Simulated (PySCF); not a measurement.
MgCl₂, SMILES [Cl][Mg][Cl].

Geometry: B3LYP-D3(BJ)/def2-TZVP. The isomer is the one that the SMILES or the coordinates give; other isomers of the formula were not compared.

These are PySCF with IEF-PCM-B3LYP/def2-SVP values and carry that method's errors.

The values are the electrostatic part of the solvation free energy, E(continuum) − E(gas) at the gas-phase geometry, in a cavity of scaled van der Waals radii (PySCF's table); cavitation and dispersion terms are not included. A continuum can't describe solvent molecules that bind to the metal. In vacuum the orbital gap is 6.54 eV. The dipole moment in vacuum is 0.00 D.

| solvent | ε | ΔG(elec) (kcal/mol) | dipole (D) | gap (eV) |
|---|---|---|---|---|
| water | 78.36 | -14.7 | 0.00 | 7.18 |
| acetone | 20.49 | [?] | [?] | [?] |
| 1-octanol | 9.86 | -12.7 | 0.00 | 7.09 |

### Question
What belongs in the gaps? (Estimate from the structure and the level; the computed values follow.)

### Answer

- acetone, ΔG(elec) (kcal/mol): -13.9
- acetone, dipole (D): 0.00
- acetone, gap (eV): 7.14
